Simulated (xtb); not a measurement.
H3O4Ta, SMILES [O]=[Ta]([OH])([OH])[OH], multiplicity 1. All values are semi-empirical tight-binding results from xtb (GFN2-xTB unless named), good for trends rather than for accurate numbers. Geometry optimised at GFN2-xTB. The spin state was assumed, not searched. Other conformers were not sampled.

Optimised geometry:

Bonds (Å): Ta1–O2 1.717, Ta1–O3 1.859, Ta1–O5 1.859, Ta1–O7 1.859, O3–H4 0.959, O5–H6 0.959, O7–H8 0.959. Bond angles (°): O2–Ta1–O3 107.1, O2–Ta1–O5 107.1, O2–Ta1–O7 107.1, O3–Ta1–O5 111.8, O3–Ta1–O7 111.8, O5–Ta1–O7 111.8, Ta1–O3–H4 143.0, Ta1–O5–H6 143.0, Ta1–O7–H8 143.0.

For metal compounds this method's bond lengths and energies can be far off.

Computed properties:
```json
{
  "point_group_as_xtb_finds_it": "C3v",
  "orbital_gap": "5.29 eV",
  "zero_point_energy": "23.0 kcal/mol",
  "G − E(el) at 298.15 K (modified RRHO)": "2.5 kcal/mol"
}
```

Computed atomic charges and the Wiberg bond orders between heavy atoms:
charges (e) Ta1 1.29, O2 -0.56, O3 -0.59, H4 0.34, O5 -0.59, H6 0.34, O7 -0.59, H8 0.34. Bond orders Ta1–O2 2.08, Ta1–O3 1.09, Ta1–O5 1.09, Ta1–O7 1.09.
